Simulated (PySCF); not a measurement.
**Ionisation energy of Zn⁺ by level of theory**

Zn⁺ [Ar] 3d10 4s1 (2S) → Zn²⁺ [Ar] 3d10 (1S), as a difference of total energies. Computed with PySCF 2.14 in def2-TZVPPD (6s6p4d2f1g, 67 functions), with no relativity, point nucleus. Correlated levels: valence: [Ar] frozen; valence and next inner shell: [Ne] frozen. The calculations carry no spin-orbit coupling.

Order these methods by the ionisation energy they give, lowest first.
A. UHF
B. BP86
C. wB97X
D. LDA

A (16.589 eV), C (17.711 eV), B (18.506 eV), D (18.685 eV).

These non-relativistic numbers lack the scalar-relativistic shift.

Errors of the correlated levels include the incompleteness of this basis and the frozen core.

For comparison: 17.964 eV (measured; NIST Atomic Spectra Database, ionization energies).
